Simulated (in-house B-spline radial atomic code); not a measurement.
RPA and G0W0 on B3LYP (VWN-RPA): the krypton ion Kr⁸⁺

Configuration [Ar] 3d10, mean-field start B3LYP (VWN-RPA). Computed with an all-electron radial atomic-structure program (B-spline basis): all electrons, scalar-relativistic (spin-free one-electron X2C), finite nucleus, each spin shell either full or empty, empty states to l = 9 with an (l + 1/2)⁻⁴ tail; G0W0 by contour deformation at full frequency.

Command:
```bash
python run_gw.py task.json out
```
Settings (radii: box in bohr, nucleus in fm):
```
Z                        36
electrons                28
configuration            [Ar] 3d10
hamiltonian              x2c
method                   b3lyp
lmax                     9
rms_radius               4.1884
spin_polarised           False
box_radius               7.7
intervals                66
```

Run time, properties included: 2.7 s on 1 thread of Arm Neoverse N1, on a shared host.

Energies (hartree):

```tsv
term	value
mean-field total	-2771.61303
Hartree-Fock functional on these orbitals	-2770.12928
direct second order	-2.3634
second-order exchange	0.68937
SOSEX correction	0.64813
```

**Question.** What is the RPA correlation energy, and what remains with SOSEX?

**Answer.** RPA gives -2.1196 hartree (-2.06 eV per electron); RPA + SOSEX gives -1.4715, and the second-order doubles -1.674 hartree (no singles). RPA lacks exchange-type terms and so overcorrelates at short range.

Quasi-particle levels (eV):

| level | occupied | mean field | Σx - vxc | Σc | QP weight | G0W0 |
| --- | --- | --- | --- | --- | --- | --- |
| 3d | yes | -219.71 | -16.69 | ? | ? | ? |
| 3p | yes | -336.21 | -26.61 | 7.45 | 0.925 | -355.37 |
| 2p | yes | -1801.88 | -64.36 | 26.83 | 0.877 | -1839.41 |
| 4s | no | -134.06 | 9.47 | -1.44 | 0.994 | -126.02 |

G0W0 = mean field + (Σx - vxc) + Σc, with Σc (partial-wave tail included) taken at the quasi-particle energy. Only the outer levels were computed. Levels of low weight are left out.

**Question.** Where does G0W0 put 3d?

**Answer.** At -234.22 eV, with Σc = 2.18 eV and a quasi-particle weight of 0.973. The tabulated removal energy is 233 ± 0.7 eV (NIST, semi-empirical); the calculation leaves out spin-orbit coupling, Breit and QED terms, and what these don't explain is the method's own error.
